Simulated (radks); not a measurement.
Numerical settings for the tungsten ion W+, [Xe] 4f14 5d4 6s1. Method: scalar-relativistic Kohn-Sham, PBE, spin-polarised, spherical densities, finite nucleus; open shells are filled with parallel spins first (spin-orbit coupling, left out, can overturn this in heavy ions); Fermi nuclear charge, rms radius 5.3658 fm; computed with a radial shooting solver on a logarithmic mesh with Libxc functionals. The defaults (mesh step 0.008 in ln r, mesh end at 40 bohr or more with all orbitals vanishing there, Anderson mixing 0.5 over 9 steps, residual threshold near 1e-9 with the energy settled to 1e-9 hartree or 1e-11 of itself, here a cap of 83 iterations) give E = -16139.7967 hartree and 5d at -12.750 eV in 17 iterations. Run on one thread of a shared host, so times are rough (Intel(R) Xeon(R) Platinum 8488C): 0.54 s of CPU time, 0.54 s wall, 17 iterations on 2360 mesh points. One setting is changed at a time: mesh step in ln r 0.03; mesh step in ln r 0.08; mesh step in ln r 0.003; mesh end (bohr) 3; mesh end (bohr) 20; residual threshold 0.1; residual threshold 1e-16; mixing 0.01; linear mixing, mixing 0.5; linear mixing, mixing 1; mixing history 20; iteration cap 3. Which runs fail to converge, and which converge to a wrong energy?

Answer. Not converged within the cap: mesh step in ln r 0.08; residual threshold 1e-16; linear mixing, mixing 1; iteration cap 3. Settled on a wrong energy, with an occupied level pushed above zero by the early mesh end: mesh end (bohr) 3 (+1.58 hartree). Apart from these: no run marked as converged misses the energy by more than 1 mhartree.
